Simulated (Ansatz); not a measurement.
## Ligand exchange: B(CH3)(SiH3)2 + C2H9NSi → B(SiH3)3 + C3H9N

Species: B(CH3)(SiH3)2, singlet; C2H9NSi `CN(C)[SiH3]`, singlet; B(SiH3)3, singlet; C3H9N (trimethylamine) `CN(C)C`, singlet. The partners trade CH3 for SiH3: B–CH3 and N–SiH3 bonds give way to B–SiH3 and N–CH3.

Shapes, held fixed at every level: PBE0-D4/def2-TZVP. Programs: Ansatz 0.2.0. The zero-point and thermal change to 298 K, harmonic and unscaled (PBE0-D4/def2-TZVP), is +3.0 kJ/mol.

Problem. Estimate ΔH(298 K) of this reaction.

Solution. The highest level, CCSD(T)/CBS estimate, gives ΔH(298 K) = +110.1 kJ/mol; the levels span +98.0 to +112.8. The column of differences is taken from that level and isn't an error. No measured value is set beside it here. The CBS estimate extrapolates MP2 from def2-TZVPP and def2-QZVPP and adds CCSD(T) − MP2 in the triple-zeta set, cores frozen.

```tsv
level	kind	ΔH(298 K) (kJ/mol)	less CCSD(T)/CBS estimate
B3LYP-D4/def2-TZVPP	global hybrid	+112.8	+2.7
r2SCAN0-D4/def2-TZVPP	global hybrid	+111.1	+1.0
MP2/def2-SVP	perturbation theory	+108.6	-1.5
CCSD(T)/def2-SVP	coupled cluster or CI	+98.0	-12.1
CCSD/def2-SVP	coupled cluster or CI	+99.6	-10.5
CCSD(T)/def2-TZVPP	coupled cluster or CI	+108.0	-2.1
CCSD/def2-TZVPP	coupled cluster or CI	+109.8	-0.3
CCSD(T)/CBS estimate	coupled cluster or CI	+110.1	0.0
```
